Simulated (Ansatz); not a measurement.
Consider the hydrogenolysis of the In–N bond: `C[N](C)[In]([Cl])[Cl]` + H₂ → `[Cl][InH][Cl]` + `CNC`.

Program: Ansatz. Geometries: PBE0-D4/def2-TZVP. ΔE: electronic, gas phase. CBS: MP2 limit from def2 TZ/QZ plus the TZ coupled-cluster correction, frozen cores. This one scheme is used for every species. DFT in def2-TZVPP. HSE06 is defined as in plane-wave codes. def2 core potentials past Kr. For In outer-core shells are correlated without core-valence functions, which leaves a few kJ/mol of doubt a bond. One conformer a species, not always the lowest.

`C[N](C)[In]([Cl])[Cl]`:

Z-matrix (Å, degrees):
```
C
N 1 1.441
H 1 1.100 2 111.4
H 1 1.092 2 111.2 3 -120.1
H 1 1.100 2 111.3 3 119.8
C 2 1.441 1 114.2 3 -59.9
In 2 1.984 1 122.9 3 119.7
H 6 1.100 2 111.4 1 59.9
H 6 1.092 2 111.2 1 -180.0
H 6 1.100 2 111.3 1 -59.9
Cl 7 2.308 2 120.4 1 0.3
Cl 7 2.308 2 120.4 1 -179.9
```

H₂:

Z-matrix (Å, degrees):
```
H
H 1 0.746
```

`[Cl][InH][Cl]`:

```xyz
4

Cl   -2.122    0.126   -0.544
In    0.126   -0.164   -0.087
Cl    0.919    1.438    1.379
H     1.077   -1.400   -0.747
```

`CNC`:

```xyz
10

C    -1.096   -0.197   -0.468
N    -0.248    0.363    0.558
C     1.136   -0.023    0.411
H    -2.118    0.168   -0.348
H    -1.122   -1.286   -0.366
H    -0.766    0.029   -1.497
H    -0.325    1.371    0.554
H     1.231   -1.103    0.561
H     1.744    0.469    1.173
H     1.565    0.210   -0.579
```

Task: Is it downhill or uphill in electronic energy at CCSD(T)/CBS, and by how much? (Estimate.)

Result: The calculation gave: Downhill: ΔE = -6.0 kJ/mol.

Task: What do these levels give: LDA (SPW92), revPBE-D4, HSE06-D4, BHLYP-D4, ωB97X-V, B2PLYP, PBE0, CAM-B3LYP, CCSD(T)/def2-SVP, HF/def2-TZVPP, SCS-MP2/def2-QZVPP, CCSD/CBS(def2)? (Estimate.)

Result: Computed: LDA (SPW92) -21.3, revPBE-D4 -14.4, HSE06-D4 -24.6, BHLYP-D4 -25.1, ωB97X-V -21.8, B2PLYP -20.2, PBE0 -33.3, CAM-B3LYP -33.1, CCSD(T)/def2-SVP -14.0, HF/def2-TZVPP -51.9, SCS-MP2/def2-QZVPP -5.1, CCSD/CBS(def2) -14.5 kJ/mol.

Largest T1 diagnostic among the species: 0.014.

From r2SCAN to r2SCAN0 (25 % exact exchange), in def2-TZVPP and without D4, ΔE moves by −7.5 kJ/mol. In def2-TZVPP, CCSD(T) changes the Hartree–Fock value by +40.7 kJ/mol (the triples alone add +8.5 kJ/mol) and MP2 by +52.5 kJ/mol. Leaving LDA and LC-ωPBE aside and taking each functional with its dispersion term where it has one, the values, not all of them listed here, spread over 19.9 kJ/mol, from B97M-V to BLYP-D4. LDA lies +5.6 kJ/mol from PBE without D4.
